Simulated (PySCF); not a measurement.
How methods differ on the ionisation energy of Ta⁶⁶⁺

Ta⁶⁶⁺ [He] 2s2 2p3 (4S) → Ta⁶⁷⁺ [He] 2s2 2p2 (3P), as a difference of total energies. Computed with PySCF 2.14 in an even-tempered Gaussian basis (18 s from 46 bohr⁻², ratio 2.2; 13 p from 59 bohr⁻², ratio 2.2; 5 d from 220 bohr⁻², ratio 2.4; 5 f from 330 bohr⁻², ratio 2.4; 4 g from 490 bohr⁻², ratio 2.4), with scalar relativity by spin-free X2C-1e. Correlated levels: nothing frozen; virtual orbitals above 40 to 60 times the deepest correlated orbital energy dropped. The calculations carry no spin-orbit coupling.

```csv
method,ionisation energy (eV)
UHF,16637.3
LDA,16628.6
PBE,16631.0
PBE0,16632.9
r2SCAN,16637.8
TPSSh,16632.1
r2SCAN0,16638.0
MP2 (all electrons),16637.5
SCS-MP2 (all electrons),16636.9
```

Spin-orbit coupling is strong in these open shells (close to jj coupling). The scalar numbers leave it out and a first-order estimate fails, so it can dominate the gap to the real levels.

For this ion Breit and QED terms and the two-electron picture change, all absent here, outweigh the differences among the correlated methods.

For comparison: 16150 ± 40 eV (theoretical estimate listed by NIST; NIST Atomic Spectra Database, ionization energies).
